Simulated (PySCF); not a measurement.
Isomers of C6H8O3, mass 128.047 u with the commonest isotopes. Method: PBE0/def2-SVPD in PySCF (dipole) on a GFN2-xTB geometry, gas phase. One conformer each, none proved a minimum here; rigid rotors.

Question: Order these by out-of-plane moment Σ m c² = (Ia + Ib − Ic)/2, smallest first.
A. `[CH2:1]=[CH:2][O:3]/[CH:4]=[CH:5]\[O:6][C:7]([CH3:8])=[O:9]` with C1–C2–O3–C4 180°, C2–O3–C4–C5 180°, C4–C5–O6–C7 180°, C5–O6–C7–C8 180°
B. `[CH3:1][O:2][CH2:3][C:4]1=[CH:5][O:6][C:7](=[O:8])[CH2:9]1` with C1–O2–C3–C4 180°, O2–C3–C4–C5 -122°
C. `[CH2:1]=[CH:2][C:3](=[O:4])[CH2:5][O:6][C:7]([CH3:8])=[O:9]` with C1–C2–C3–O4 7°, C2–C3–C5–O6 174°, C3–C5–O6–C7 -70°, C5–O6–C7–C8 173°
D. `[CH3:1][C:2]1=[CH:3][O:4][CH:5]=[C:6]([CH2:7][OH:8])[O:9]1` with C5–C6–C7–O8 -14°, C6–C7–O8–H -60°

Answer: A (1.56 u·Å²), D (4.62 u·Å²), B (15.18 u·Å²), C (53.08 u·Å²).

Question: Order these by dipole moment, smallest first.
A. `[CH2:1]=[CH:2][C:3](=[O:4])[CH2:5][O:6][C:7]([CH3:8])=[O:9]` with C1–C2–C3–O4 7°, C2–C3–C5–O6 174°, C3–C5–O6–C7 -70°, C5–O6–C7–C8 173°
B. `[CH3:1][C:2]1=[CH:3][O:4][CH:5]=[C:6]([CH2:7][OH:8])[O:9]1` with C5–C6–C7–O8 -14°, C6–C7–O8–H -60°
C. `[CH3:1][O:2][CH2:3][C:4]1=[CH:5][O:6][C:7](=[O:8])[CH2:9]1` with C1–O2–C3–C4 180°, O2–C3–C4–C5 -122°

Answer: B (1.72 D), A (2.73 D), C (5.21 D).

Question: Order these by rotational constant B, smallest first.
A. `[CH3:1][C:2]1=[CH:3][O:4][CH:5]=[C:6]([CH2:7][OH:8])[O:9]1` with C5–C6–C7–O8 -14°, C6–C7–O8–H -60°
B. `[CH2:1]=[CH:2][C:3](=[O:4])[CH2:5][O:6][C:7]([CH3:8])=[O:9]` with C1–C2–C3–O4 7°, C2–C3–C5–O6 174°, C3–C5–O6–C7 -70°, C5–O6–C7–C8 173°
C. `[CH3:1][O:2][CH2:3][C:4]1=[CH:5][O:6][C:7](=[O:8])[CH2:9]1` with C1–O2–C3–C4 180°, O2–C3–C4–C5 -122°
D. `[CH2:1]=[CH:2][O:3]/[CH:4]=[CH:5]\[O:6][C:7]([CH3:8])=[O:9]` with C1–C2–O3–C4 180°, C2–O3–C4–C5 180°, C4–C5–O6–C7 180°, C5–O6–C7–C8 180°

Answer: D (642.5 MHz), C (815.5 MHz), B (897.0 MHz), A (1143 MHz).

```tsv
SMILES	point group	Ia (u·Å²)	Ib (u·Å²)	Ic (u·Å²)	κ	μa (D)	μb (D)	μc (D)
CC1=COC=C(CO)O1	C1	152.87	442.31	585.94	-0.77	1.38	0.67	0.79
COCC1=COC(=O)C1	C1	104.27	619.74	693.65	-0.96	4.82	1.47	1.31
C=CC(=O)COC(C)=O	C1	122.88	563.38	580.10	-0.98	1.18	2.46	0.02
C=CO/C=C\OC(C)=O	Cs	102.42	786.55	885.86	-0.97	1.68	0.65	0.00
```
